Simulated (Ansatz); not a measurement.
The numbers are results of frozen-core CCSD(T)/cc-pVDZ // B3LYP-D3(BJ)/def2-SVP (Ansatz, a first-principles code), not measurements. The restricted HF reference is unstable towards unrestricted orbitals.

Ansatz 0.2 input:
```yaml
crystal:
  periodic: [false, false, false]
  atoms:
    - { symbol: C, position_ang: [4.266572, 1.015133, -0.991456] }
    - { symbol: C, position_ang: [2.945186, 1.245406, -0.891783] }
    - { symbol: C, position_ang: [1.972861, 0.263884, -0.450295] }
    - { symbol: C, position_ang: [0.647796, 0.516511, -0.350447] }
    - { symbol: C, position_ang: [-0.405742, -0.407902, 0.0789] }
    - { symbol: C, position_ang: [-0.154033, -1.787163, 0.224901] }
    - { symbol: C, position_ang: [-1.150427, -2.665242, 0.641291] }
    - { symbol: C, position_ang: [-2.434078, -2.186566, 0.919393] }
    - { symbol: C, position_ang: [-2.70298, -0.824651, 0.773299] }
    - { symbol: C, position_ang: [-1.712507, 0.080914, 0.355163] }
    - { symbol: Si, position_ang: [-2.178492, 1.902849, 0.211324] }
    - { symbol: H, position_ang: [4.95863, 1.789492, -1.329934] }
    - { symbol: H, position_ang: [4.69422, 0.040425, -0.736132] }
    - { symbol: H, position_ang: [2.552409, 2.234624, -1.156464] }
    - { symbol: H, position_ang: [2.366455, -0.722233, -0.181227] }
    - { symbol: H, position_ang: [0.322717, 1.528935, -0.61433] }
    - { symbol: H, position_ang: [0.837594, -2.180823, -0.005353] }
    - { symbol: H, position_ang: [-0.926736, -3.730022, 0.743076] }
    - { symbol: H, position_ang: [-3.221767, -2.870644, 1.243577] }
    - { symbol: H, position_ang: [-3.709636, -0.45768, 0.990856] }
    - { symbol: H, position_ang: [-3.615368, 2.037724, 0.585852] }
    - { symbol: H, position_ang: [-1.358566, 2.759299, 1.11839] }
    - { symbol: H, position_ang: [-1.994105, 2.417727, -1.1786] }
basis:
  gaussian: { orbitals: cc-pVDZ }
correlation:
  method: ccsd_t
```

Output:

```
Functional definition: HF
2019 factors; integrals over basis functions are off by at most 1.0e-3 eV
mean field evaluation 1: about -18350.5867 eV, gradient 3.9e1 eV
mean field evaluation 2: about -18351.0916 eV, gradient 3.9e1 eV
mean field evaluation 4: about -18356.4793 eV, gradient 5.0e0 eV
mean field evaluation 8: about -18356.5577 eV, gradient 1.2e-1 eV
mean field evaluation 16: about -18356.0609 eV, gradient 9.3e-1 eV
mean field -18356.55783574 eV, -674.5910579416 hartree, gradient 8.6e-6 eV, S^2 0.000000; 0 other end points of the search recorded, 0 dependent functions left out; unrestricted orbitals would lower it
15 core orbitals not correlated
reference -18356.55783574 eV, -674.5910579416 hartree; 28, 28 occupied and 175, 175 virtual orbitals, 2019 factors
second order -38.53451624 eV of doubles, -0.00000000 eV of singles
cycle   1  -39.37878623 eV  change   -8.4e-1 eV  update   1.6e-1
cycle   2  -40.58800975 eV  change    -1.2e0 eV  update   5.3e-2
cycle   3  -40.86906721 eV  change   -2.8e-1 eV  update   2.4e-2
cycle   4  -40.87614320 eV  change   -7.1e-3 eV  update   8.0e-3
cycle   5  -40.87830586 eV  change   -2.2e-3 eV  update   3.5e-3
cycle   6  -40.87956509 eV  change   -1.3e-3 eV  update   1.1e-3
cycle   7  -40.87930228 eV  change    2.6e-4 eV  update   4.1e-4
cycle   8  -40.87931515 eV  change   -1.3e-5 eV  update   1.8e-4
cycle   9  -40.87936294 eV  change   -4.8e-5 eV  update   8.2e-5
cycle  10  -40.87933399 eV  change    2.9e-5 eV  update   3.4e-5
perturbative correction -1.79978163 eV, -0.0661407549 hartree
Total energy: -18399.23695135 eV, -676.1594865115 hartree
```

Cost: around 18 core-minutes (rough).
